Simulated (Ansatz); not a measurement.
# Four-centre ligand exchange

Start structure (SiHCl4F, closed shell), relaxed at PBE0-D4/def2-TZVP:

Si1  (-0.382, -0.724, -0.560)
Cl2  (1.594, -0.407, -0.147)
Cl3  (-0.521, -2.347, -1.750)
Cl4  (-1.366, -1.040, 1.168)
Cl5  (-1.118, 0.896, -1.503)
H6  (1.142, 1.483, 1.182)
F7  (0.651, 2.139, 1.611)
(Å)

The step: SiCl₄ ([Cl][Si]([Cl])([Cl])[Cl]) + HF → SiCl₃F ([F][Si]([Cl])([Cl])[Cl]) + HCl; bonds formed: Si1–F7, Cl2–H6; bonds broken: Si1–Cl2, H6–F7. Computed with Ansatz 0.2.0 (basis: def2-TZVPP and def2-QZVPP); correlated methods freeze the cores. Extrapolation: Hartree–Fock as exp(−7.88 √X), correlation as X^−2.97. Energies below are by CCSD(T) at an estimated basis limit (MP2 extrapolated from triple and quadruple zeta, plus CCSD(T) − MP2 in triple zeta).

(1) What are the electronic barrier and the energy of the step, from the start structure to the end structure? (To be estimated.)

No T1 diagnostic of these runs exceeds 0.011.

Results:

(1) Computed: Barrier 147.4 kJ/mol; step energy -48.1 kJ/mol (downhill); reverse barrier, their difference, 195.5 kJ/mol. Barrier and step energy count from the start structure, the reverse barrier from the end structure.

The saddle point: One imaginary mode of 643i cm⁻¹.
```tsv
pair	start (Å)	saddle (Å)	end (Å)
Si1–F7	3.74	1.80	1.58
Cl2–H6	2.35	1.46	1.28
Si1–Cl2	2.04	2.39	4.47
H6–F7	0.93	1.23	2.17
```

Zero-point energy (harmonic, PBE0-D4): ZPE is 48.0 kJ/mol at the start and 40.1 kJ/mol at the saddle, so the barrier goes from 147.4 to 139.5 kJ/mol.

Labels in which every atom is bracketed show which atoms are joined, not bond orders.

For scale, one of the runs: CCSD(T)/def2-TZVPP, 255 basis functions, launched by `ansatz run in.yaml --threads 8 --pin off --events-out ev --progress --plain --max-ram 19148MiB`. The run took 2.3 min on 8 CPU threads of an Arm Neoverse V1 (shared host), with 5.2 GiB of host memory at its peak.
